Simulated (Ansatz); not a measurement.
One change: `C[SiH2]SC#N` becomes `C[SiH2][Se]C#N`.

Ansatz, PBE0-D4/def2-TZVP geometries, multiplicity 1. Each molecule was computed in one conformer, which needn't be the lowest.

Scalar relativity is left out up to krypton.

```csv
property,`C[SiH2]SC#N`
HOMO–LUMO gap (B3LYP/def2-TZVPP) / eV,6.92
HOMO energy (B3LYP/def2-TZVPP) / eV,-7.64
HOMO energy (ωB97M-V/def2-TZVPP) / eV,-10.00
LUMO energy (ωB97M-V/def2-TZVPP) / eV,1.39
LUMO energy (PBE0/def2-TZVPP) / eV,-0.52
HOMO–LUMO gap (PBE0/def2-TZVPP) / eV,7.36
```

Problem. Give the same properties after the change, and the shifts. (Estimate.)

Solution. Computed: 
| property | `C[SiH2][Se]C#N` | shift |
| --- | --- | --- |
| HOMO–LUMO gap (B3LYP/def2-TZVPP) / eV | 6.43 | -0.49 |
| HOMO energy (B3LYP/def2-TZVPP) / eV | -7.32 | 0.32 |
| HOMO energy (ωB97M-V/def2-TZVPP) / eV | -9.66 | 0.34 |
| LUMO energy (ωB97M-V/def2-TZVPP) / eV | 1.20 | -0.19 |
| LUMO energy (PBE0/def2-TZVPP) / eV | -0.67 | -0.15 |
| HOMO–LUMO gap (PBE0/def2-TZVPP) / eV | 6.89 | -0.47 |

With PBE0 the HOMO rises by 0.33 eV and the LUMO falls by 0.15 eV, so the gap narrows by about 0.48 eV. PBE moves the HOMO by 0.26 eV and ωB97M-V by 0.34 eV.

B3LYP here is the variant with VWN-RPA as its local correlation; programs differ in this.

Spin–orbit coupling is left out; it splits and shifts lone-pair levels of the heavy atoms by tenths of an eV.
